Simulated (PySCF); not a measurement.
H7AlO7Si2, SMILES [OH][Al]([OH])[O][SiH2]O[Si](O)(O)O (GFN2-xTB optimised geometry):

```
17

Si    -2.698     2.047    -1.438
O     -3.194     1.155    -2.703
O     -3.868     1.989    -0.319
O     -2.443     3.607    -1.789
O     -1.294     1.428    -0.929
Si     0.023     1.802    -0.069
O      0.920     0.463     0.000
Al     1.790    -0.973     0.000
O      1.052    -2.451     0.000
O      3.440    -0.973     0.000
H     -2.581     0.982    -3.412
H     -4.186     1.136    -0.037
H     -3.158     4.224    -1.663
H     -0.364     2.138     1.300
H      0.786     2.821    -0.783
H      0.180    -2.821    -0.019
H      4.186    -0.390    -0.003
```

Calculation: CAM-B3LYP/def2-SVP in PySCF 2.14.0.

Task: What are the frontier orbital energies and the dipole moment?

Result: HOMO-2 -10.13 eV, HOMO-1 -10.06 eV, HOMO -9.58 eV, LUMO 0.92 eV, LUMO+1 2.00 eV; dipole moment 0.84 D.

On the same geometry PySCF with PBE/def2-SVP gives HOMO-2 -6.88 eV, HOMO-1 -6.86 eV, HOMO -6.60 eV, LUMO -0.81 eV, LUMO+1 0.19 eV; dipole moment 0.76 D.

Meta-Löwdin charges at CAM-B3LYP/def2-SVP: Si1 1.55, O2 -0.72, O3 -0.72, O4 -0.72, O5 -0.82, Si6 1.12, O7 -0.83, Al8 1.21, O9 -0.72, O10 -0.73, H11 0.33, H12 0.34, H13 0.34, H14 -0.16, H15 -0.15, H16 0.34, H17 0.34.
